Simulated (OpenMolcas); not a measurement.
## Computed transition rates of Co³⁺

```
Program             : OpenMolcas 26.06
Method              : CASSCF
Basis               : ANO-RCC-VQZP [7s6p4d3f2g1h]
Scalar Hamiltonian  : DKH2, point nucleus
Active space        : 6 electrons in 5 orbitals (3d)
State averaging     : 2S+1 = 5 even, 5 roots; 2S+1 = 3 even, 45 roots; 2S+1 = 1 even, 50 roots
Spin-orbit coupling : RASSI with atomic mean-field integrals over the reference wave functions, term energies averaged over their components
```

Rates come from the transition moments of the reference wave functions (E1 and E2 in the length form). At fixed line strength A goes as λ^-3 for E1 and M1 and as λ^-5 for E2, so a rate at the computed wavelength can be rescaled to the measured one. Measured vacuum wavelengths follow from level energies in Sugar and Corliss, J. Phys. Chem. Ref. Data 10, 1097 (1981). Branching counts decays inside the model space alone, at computed energies, and the table is only a selection of the E2 and M1 lines, drawn from those between levels with measured partners whose computed energy lies within a factor of 1.5 of the measured one.

```csv
Upper,Lower,Type,λ computed (nm),λ measured (nm),A computed (s-1),A rescaled (s-1),Branching %
3d6 3H5,3d6 3H6,M1,31690,28380,8.26e-04,1.15e-03,96.8
3d6 5D2,3d6 5D3,M1,23090,22800,5.28e-03,5.48e-03,100.0
3d6 5D3,3d6 5D4,M1,16270,15650,8.09e-03,9.09e-03,100.0
3d6 3G5,3d6 3H6,M1,1454,1872,1.02e-01,,48.6
3d6 3G4,3d6 3H4,M1,1448,1880,7.39e-02,,37.7
3d6 3G3,3d6 3H4,M1,1397,1787,1.06e-01,,44.6
3d6 1I6,3d6 3H5,M1,768.8,839.6,1.44e-01,,39.7
3d6 1I6,3d6 3H6,M1,750.6,815.4,2.19e-01,,60.2
3d6 1S0(1),3d6 3P1(1),M1,553.6,598.3,2.96e+00,,100.0
3d6 1D2(1),3d6 3F3(1),M1,464.9,602.2,6.85e-01,,40.4
3d6 3H6,3d6 5D4,E2,380.4,422.3,1.34e-05,,100.0
3d6 3H4,3d6 5D4,M1,372.6,412,2.98e-03,,76.7
3d6 3P2(1),3d6 5D3,M1,355.7,449.6,1.25e+00,,91.4
3d6 3P1(1),3d6 5D2,M1,339.2,422.8,1.62e+00,,79.8
3d6 3F2(1),3d6 5D2,M1,337.4,401.7,2.74e-01,,56.7
3d6 3F3(1),3d6 5D3,M1,335.4,398.5,6.78e-01,,65.6
3d6 3F4(1),3d6 5D4,M1,332.4,393.8,1.25e+00,,83.5
3d6 1G4(2),3d6 1I6,E2,248.4,312.8,7.64e+00,2.41e+00,71.9
3d6 3P0(2),3d6 3P2(1),E2,239.6,282.2,3.67e+00,1.62e+00,51.5
3d6 3P1(2),3d6 3P2(1),E2,236.3,277.5,2.61e+00,1.17e+00,35.7
3d6 3D3,3d6 5D4,M1,232.2,273.6,6.05e-01,,56.8
3d6 3F2(2),3d6 3H4,E2,227.8,281.9,6.92e+00,2.38e+00,49.0
3d6 3F3(2),3d6 3H5,E2,226.1,278.8,6.48e+00,2.27e+00,45.4
3d6 3F4(2),3d6 3H6,E2,224.7,276.6,6.52e+00,2.31e+00,43.7
3d6 1D2(2),3d6 1G4(1),E2,151.8,183.4,5.42e+01,2.11e+01,68.6
```

Spin-changing lines and M1 lines between different terms are not rescaled, since their strength hangs on the term gaps too.

The largest correction is for 3d6 1G4(2) → 3d6 1I6 (E2): 7.64e+00 × (248.4 / 312.8)^5 = 2.41e+00 s-1, a factor of 0.32.

The computed order of these levels differs from the measured one in 4 places, and where term gaps are wrong the rates of spin-changing lines can be off by large factors.

These are rates of the free ion; in crystals, glasses and complexes forced electric-dipole and non-radiative decay shorten such lifetimes by orders of magnitude. No measured rate stands beside these. Rescaling mends the energy factor alone: line strengths can still be far off where a level mixes with configurations outside the active space, and weak or spin-changing lines hang on small mixing coefficients that depend on the term gaps too, so rescaling need not improve them.

Without dynamic correlation excited terms often stand tens of per cent too high (terms of higher spin than the ground term too low), and those without a measured partner can miss by more than the paired ones. Measured partners are found by configuration, term and J. A level has none where our copy of the source lacks it or the pairing is in doubt (some pairs that miss far off the trend of their configuration count as doubtful). Levels of configurations outside the active space are missing.

A number in round brackets counts repeated terms of one configuration in the order of the reference energies.
